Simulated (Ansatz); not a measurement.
An input meant for Au(NH3)Cl (AuNClH₃) (charge 0, singlet).

```yaml
crystal:
  periodic: [false, false, false]
  atoms:
    - {symbol: Au, position_ang: [-0.006159, 0.000633, -1.199221]}
    - {symbol: N, position_ang: [0.004538, -0.000488, 0.885690]}
    - {symbol: H, position_ang: [-0.410634, 0.850220, 1.251008]}
    - {symbol: H, position_ang: [0.951905, -0.064994, 1.243242]}
    - {symbol: H, position_ang: [-0.521931, -0.787407, 1.250550]}
    - {symbol: Cl, position_ang: [-0.017719, 0.002026, -3.431258]}
basis:
  gaussian: {orbitals: def2-SVP}
magnetization: {spin_polarized: true, initial_magnetization: 1}
hamiltonian: {xc: {name: HF}}
correlation: {method: mp2}
output: {forces: true}
```

```sh
$ ansatz run in.yaml --threads 4 --pin off --events-out ev --progress --plain --max-ram 3916MiB
```

Shortened log:

```
Error: a molecule whose nuclei and cores have a total charge of 46 cannot have a net charge of 0 together with 1 unpaired electrons
```

Question: What is wrong with this run?

Answer: The number of unpaired electrons doesn't fit the electron count. The program refused the input.
